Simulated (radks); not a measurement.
The numbers below are computed, except where a source is named.
Problem. The ytterbium ion Yb+, configuration [Xe] 4f14 6s1. Level of theory: Dirac Kohn-Sham, PBE, spin-unpolarised, spherical densities, point nucleus (a radial shooting solver on a logarithmic mesh with Libxc functionals). Some entries of the table are withheld. Estimate them.

orbital  occ.  eigenvalue (Ry)  <r^2> (bohr^2)
1s1/2       2        -4496.314       0.0005298
2s1/2       2        -761.7226        0.008150
2p1/2       2        -726.4833             (1)
2p3/2       4        -649.5211             (2)
3s1/2       2        -172.0639         0.05358
3p1/2       2              (3)             (4)
3p3/2       4              (5)             (6)
3d3/2       4        -113.8040         0.04401
3d5/2       6        -110.2353         0.04587
4s1/2       2        -34.24603          0.2689
4p1/2       2        -27.96459          0.2800
4p3/2       4        -24.26765          0.3175
4d3/2       4        -13.94829          0.3561
4d5/2       6        -13.27544          0.3710
5s1/2       2         -4.52876           1.649
5p1/2       2         -2.83563           2.132
5p3/2       4         -2.38772           2.518
4f5/2       6         -0.76968             (7)
6s1/2       1         -0.68173           14.18
4f7/2       8         -0.67285             (8)

Solution. 
(1) 2p1/2 <r^2> (bohr^2): 0.005860
(2) 2p3/2 <r^2> (bohr^2): 0.007072
(3) 3p1/2 eigenvalue (Ry): -156.5332
(4) 3p1/2 <r^2> (bohr^2): 0.04945
(5) 3p3/2 eigenvalue (Ry): -140.1972
(6) 3p3/2 <r^2> (bohr^2): 0.05619
(7) 4f5/2 <r^2> (bohr^2): 0.8290
(8) 4f7/2 <r^2> (bohr^2): 0.8922
